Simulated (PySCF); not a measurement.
## Stationary points of TlH₄⁻

Level of theory: PySCF, PBE0, basis Tl def2-TZVPD with ECP60, H def2-TZVPD (scalar-relativistic core potentials, no spin–orbit coupling, density fitting).

Relaxations began from a few typed shapes. The search is not exhaustive: other isomers or separated fragments can lie lower, and high-lying points may rest on an excited occupation.

```
   spin  group              bonds                                 angles  imaginary modes (cm⁻¹)  ΔE (kJ/mol)  ΔE with ZPE (kJ/mol)
singlet     Td  Tl–H 1.796 Å (×4)                     H–Tl–H 109.5° (×6)                    none          0.0                   0.0
singlet    D4h  Tl–H 1.922 Å (×4)  H–Tl–H 90.0° (×4), H–Tl–H 180.0° (×2)                   1289i        234.1                     –
```

The lowest minimum found is the singlet Td: Tl–H 1.796 Å (×4); H–Tl–H 109.5° (×6).

Counting electrons, thallium keeps none of its valence electrons outside its bonds, so the VSEPR class is AX4 and the expected shape is tetrahedral (Td), as computed.

For the lowest minimum: the lowest empty level of this anion is unbound, so it and the gap depend on the basis. With an element this heavy the missing spin–orbit coupling can shift these numbers.
